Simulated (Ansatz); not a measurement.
ZnBr2. The state is a singlet with charge 0. Geometry PBE0-D4/def2-TZVP, basis def2-TZVP, Ansatz.

```xyz
3

Zn   -0.2881    0.2317   -2.4611
Br    0.2854   -0.2296    2.4380
Br    0.0027   -0.0022    0.0231
```

```csv
run,HOMO (eV),LUMO (eV)
A,-6.31,-4.35
B,-8.23,-3.05
C,-7.25,-3.84
D,-6.38,-4.43
E,-6.69,-4.51
```

In the singlet, Br2 and Br3 lie 2.44 Å apart (atoms count from 1), so these atoms are partly bonded to each other. Another isomer (singlet) lies 3.23 eV lower at PBE0-D4/def2-TZVP; other spin states weren't run for this one.

**Question.** The runs used CAM-B3LYP, PBE, PBE0, r2SCAN, revPBE. Estimate which is which.

**Answer.** A revPBE (0 % exact exchange); B CAM-B3LYP (range-separated); C PBE0 (25 % exact exchange); D PBE (0 % exact exchange); E r2SCAN (0 % exact exchange). Exact exchange lowers occupied and raises empty levels; among semilocal functionals meta-GGAs tend to open the gap a little, and such runs are hard to tell apart. The gap grows from 1.94 eV (PBE) to 5.18 eV (CAM-B3LYP). The restricted singlet is unstable towards broken spin symmetry in Hartree–Fock (as tested in another run); at revPBE-D4/def2-TZVP, CAM-B3LYP-D4/def2-TZVP, PBE0-D4/def2-TZVP, PBE-D4/def2-TZVP and others this wasn't settled.
